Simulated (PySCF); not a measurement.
GaI3. Atoms are numbered in the order given.

```xyz
4

Ga     0.0000     0.0000     0.0000
I     -2.4961     0.0000     0.0000
I      1.2481     2.1617     0.0000
I      1.2481    -2.1617     0.0000
```
Charge 0, spin multiplicity 1.

Geometry: B3LYP-D3(BJ)/def2-SVP. The isomer is the one that the SMILES or the coordinates give; other isomers of the formula were not compared. The def2 effective core potentials stand for the cores of I; spin–orbit coupling is left out.

Calculation: TDA-ωB97X/def2-SVPD (PySCF).

Vertical excitations; the highest root listed may be one member of a degenerate set. Isolated molecule, no solvent. State labels are in the subgroup C2v.

Computed lowest excited states:
```
state  symmetry  energy (eV)  λ (nm)      f                            main pairs
-----  --------  -----------  ------  -----  ------------------------------------
S1           B1         4.39     283  0.000                        HOMO→LUMO 94 %
S2           A2         4.65     266  0.000          HOMO−1→LUMO (degenerate set)
S3           B2         4.65     266  0.000          HOMO−2→LUMO (degenerate set)
S4           A1         4.82     257  0.046          HOMO−3→LUMO (degenerate set)
S5           B1         4.82     257  0.046          HOMO−4→LUMO (degenerate set)
S6           A2         4.95     251  0.000                      HOMO→LUMO+1 98 %
S7           A2         5.25     236  0.000        HOMO−4→LUMO+1 (degenerate set)
S8           B2         5.25     236  0.000        HOMO−3→LUMO+1 (degenerate set)
S9           B2         5.35     232  0.019                      HOMO−5→LUMO 91 %
S10          A1         5.50     226  0.065  HOMO−2→LUMO+1 79 %, HOMO−7→LUMO 14 %
T1           B1         3.99     311      0                        HOMO→LUMO 92 %
T2           A1         4.28     290      0          HOMO−3→LUMO (degenerate set)
T3           B1         4.28     290      0          HOMO−4→LUMO (degenerate set)
T4           A2         4.30     288      0                      HOMO−1→LUMO 91 %
```
Triplets are in the Tamm–Dancoff approximation.
